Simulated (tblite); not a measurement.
Species: 2,2-dimethylbutanenitrile, C6H11N.
Atom-mapped SMILES: `[CH3:1][CH2:2][C:3]([CH3:4])([CH3:5])[C:6]#[N:7]` (hydrogens: H8, H9, H10 on C1; H11, H12 on C2; H13, H14, H15 on C4; H16, H17, H18 on C5)

Cartesian coordinates in Å at the GFN2-xTB level; atoms count from 1:
```xyz
18
C6H11N angstrom
C      1.9525    0.7310   -0.1146
C      1.0007   -0.3547    0.3754
C     -0.4884   -0.0410    0.1257
C     -1.3608   -1.1287    0.7689
C     -0.8073    0.0678   -1.3705
C     -0.8116    1.2241    0.7554
N     -1.0707    2.2202    1.2534
H      1.9216    0.8266   -1.1970
H      1.6945    1.6918    0.3260
H      2.9722    0.4849    0.1728
H      1.2375   -1.3016   -0.1163
H      1.1464   -0.4918    1.4502
H     -1.1757   -1.1875    1.8397
H     -2.4161   -0.9140    0.6143
H     -1.1336   -2.0947    0.3228
H     -0.2805    0.9034   -1.8243
H     -1.8748    0.2206   -1.5176
H     -0.5148   -0.8500   -1.8760
```

Calculated harmonic vibrations of the isolated species, GFN2-xTB (tblite), most abundant isotopes, no scaling. This tight-binding method is rough: wavenumbers can miss measured ones by several per cent, in bad cases by 10 to 20. One conformer, not necessarily the lowest.

Harmonic wavenumbers (cm⁻¹): 78.1, 148.1, 164.3, 188.9, 207.7, 247.2, 268.0, 354.8, 362.6, 411.6, 557.8, 576.9, 724.0, 816.5, 910.1, 965.7, 969.0, 1012.5, 1040.4, 1063.7, 1100.5, 1184.7, 1216.0, 1240.5, 1298.0, 1342.1, 1401.7, 1416.7, 1419.3, 1479.2, 1489.3, 1491.3, 1494.5, 1501.2, 1502.8, 1514.0, 2407.3, 2963.8, 2977.2, 3029.7, 3030.5, 3033.1, 3036.0, 3036.2, 3038.8, 3040.3, 3045.6, 3051.1.

A = 2824, B = 2471, C = 1883 MHz; mass 97.089 u (most abundant isotopes); point group C1, symmetry number 1.

Question: Zero-point energy?

Answer: Half the sum of the wavenumbers: 34425 cm⁻¹ = 98.42 kcal/mol.

Question: Entropy at 298.15 K, 1 bar (ideal gas, RRHO, classical rotation)?

Answer: Translation 39.66, rotation 27.59, vibration 22.42: S = 89.7 cal/(mol K).

Question: And Cp and H(298.15 K) − H(0)?

Answer: Cp = 33.37 cal/(mol K), of which vibrations give 25.42 (their classical limit is 48 R = 95.4); H(298.15 K) − H(0) = 6.16 kcal/mol without the zero-point energy, 3.79 from vibrations.

Question: Blend soft modes into free rotors: weight 1/[1 + (100 cm⁻¹/ν̃)⁴] for the oscillator and the rest for a rotor with moment μB/(μ + B), μ = h/(8π²ν), B = 10⁻⁴⁴ kg m². What vibrational entropy results?

Answer: 21.77 cal/(mol K) in place of 22.42, which changes −T·S at 298.15 K by +0.19 kcal/mol.

Question: What must be added to the electronic energy to get the Gibbs energy at 298.15 K and 1 bar?

Answer: ZPE + [H(298.15 K) − H(0)] − T·S = 98.42 + 6.16 − 26.74 = 77.84 kcal/mol.

Question: Which modes carry the vibrational entropy at 298.15 K?

Answer: 78.1 cm⁻¹: 3.94; 148.1 cm⁻¹: 2.70; 164.3 cm⁻¹: 2.50; 188.9 cm⁻¹: 2.24; 207.7 cm⁻¹: 2.06; 247.2 cm⁻¹: 1.75 cal/(mol K); the other 42 give 7.23 together.

Question: How do the functions run with temperature in this model?

Answer: 
```
T (K)  S (cal/(mol K))  Cp (cal/(mol K))  H − H(0) (kcal/mol)  G − H(0) (kcal/mol)  ln q(vib)
  150             71.3              21.6                 2.10                -8.60       1.75
  250             84.1              29.5                 4.65               -16.39       3.85
  400            100.7              41.8                 9.99               -30.27       7.07
  600            120.4              56.0                19.83               -52.42      11.32
  900            146.1              70.7                39.00               -92.51      17.47
```

q(vib) and H(0) count from the zero-point level.

Hindered rotation and anharmonicity are outside this model. Other conformers, if any are populated, would add a mixing term that is left out. The structure is chiral; the term R ln 2 for an equal mix with its mirror image is left out.
